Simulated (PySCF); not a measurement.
Potential energy of SnS along the bond

Set-up: Sn cc-pVTZ-PP with ECP28, S cc-pV(T+d)Z; scalar-relativistic core potentials (PySCF 2.14). Energies in eV from Sn + S in their ground configurations at the same level. State: ¹Σ⁺ (singlet), closed shell.

All columns are PBE0. A positive dipole means Sn(−)S(+).

```json
{"R (Å)": "1.903", "E (eV)": "-3.251", "μ (D)": "-1.75", "Mulliken charge on Sn (basis-dependent)": "0.17", "HOMO (eV)": "-7.14", "LUMO (eV)": "-1.85", "Mayer bond order": "2.49", "⟨S²⟩": "0.00"}
{"R (Å)": "1.992", "E (eV)": "-4.203", "μ (D)": "-2.23", "Mulliken charge on Sn (basis-dependent)": "0.24", "HOMO (eV)": "-7.27", "LUMO (eV)": "-2.04", "Mayer bond order": "2.43", "⟨S²⟩": "0.00"}
{"R (Å)": "2.080", "E (eV)": "-4.723", "μ (D)": "-2.70", "Mulliken charge on Sn (basis-dependent)": "0.29", "HOMO (eV)": "-7.36", "LUMO (eV)": "-2.23", "Mayer bond order": "2.38", "⟨S²⟩": "0.00"}
{"R (Å)": "2.147", "E (eV)": "-4.905", "μ (D)": "-3.05", "Mulliken charge on Sn (basis-dependent)": "0.33", "HOMO (eV)": "-7.40", "LUMO (eV)": "-2.37", "Mayer bond order": "2.35", "⟨S²⟩": "0.00"}
{"R (Å)": "2.213", "E (eV)": "-4.953", "μ (D)": "-3.39", "Mulliken charge on Sn (basis-dependent)": "0.36", "HOMO (eV)": "-7.32", "LUMO (eV)": "-2.50", "Mayer bond order": "2.33", "⟨S²⟩": "0.00"}
{"R (Å)": "2.279", "E (eV)": "-4.899", "μ (D)": "-3.72", "Mulliken charge on Sn (basis-dependent)": "0.39", "HOMO (eV)": "-7.15", "LUMO (eV)": "-2.63", "Mayer bond order": "2.31", "⟨S²⟩": "0.00"}
{"R (Å)": "2.368", "E (eV)": "-4.710", "μ (D)": "-4.14", "Mulliken charge on Sn (basis-dependent)": "0.42", "HOMO (eV)": "-6.95", "LUMO (eV)": "-2.80", "Mayer bond order": "2.28", "⟨S²⟩": "0.00"}
{"R (Å)": "2.479", "E (eV)": "-4.349", "μ (D)": "-4.63", "Mulliken charge on Sn (basis-dependent)": "0.44", "HOMO (eV)": "-6.73", "LUMO (eV)": "-3.00", "Mayer bond order": "2.26", "⟨S²⟩": "0.00"}
{"R (Å)": "2.611", "E (eV)": "-3.810", "μ (D)": "-5.16", "Mulliken charge on Sn (basis-dependent)": "0.46", "HOMO (eV)": "-6.51", "LUMO (eV)": "-3.21", "Mayer bond order": "2.24", "⟨S²⟩": "0.00"}
{"R (Å)": "2.788", "E (eV)": "-3.021", "μ (D)": "-5.80", "Mulliken charge on Sn (basis-dependent)": "0.47", "HOMO (eV)": "-6.27", "LUMO (eV)": "-3.47", "Mayer bond order": "2.23", "⟨S²⟩": "0.00"}
```

A fit through these points gives, at Re = 2.208 Å, μ = -3.36 D and dμ/dR = -5.05 D/Å; the reduced mass is 25.24 u.

How strong is the fundamental in the double-harmonic approximation, I = 42.26·(dμ/dR)²/μred km/mol?

I = 42.26·(-5.05)²/25.24 = 42.7 km/mol at PBE0.

Spin–orbit coupling is left out, which matters for elements this heavy, above all for dissociation energies.
